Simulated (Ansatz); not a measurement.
Coupled-cluster diagnostics for Cs2Br3⁻ (the lowest singlet isomer of a short search), Ansatz.

Geometry of the singlet (PBE-D4/def2-SVPD):

```xyz
5

Cs    0.4828    1.8272    0.6599
Cs   -0.4828   -1.8272   -0.6599
Br    1.5268    0.4564   -2.3802
Br    1.2484   -1.1608    2.3018
Br   -2.7753    0.7044    0.0784
```

In the def2 sets Cs takes a core potential; there is no spin–orbit coupling. Correlated methods freeze 27 core orbitals; core or outer-core shells of Cs, Br are correlated, in sets that lack core-valence functions. The structure comes from a short search, and lower isomers may exist.

Estimate the CCSD(T) correlation energy, the shares of MP2 and (T), T1 and the reference's ⟨S²⟩ for: charge -1, singlet, own geometry in def2-SVPD; and the rough time on 4 threads of Intel Xeon on a shared host.


```csv
state,basis,correlation (eV),MP2 share (%),(T) share (%),T1,⟨S²⟩ (pure),wall time
"charge -1, singlet, own geometry",def2-SVPD,-23.255,96.6,2.2,0.007,0.00 (0.00),3.1 min
```
Customary marks for T1 are 0.02 (closed shells), 0.045 (open shells) and about 0.05 (3d metals). T1 stays under 0.02 throughout.
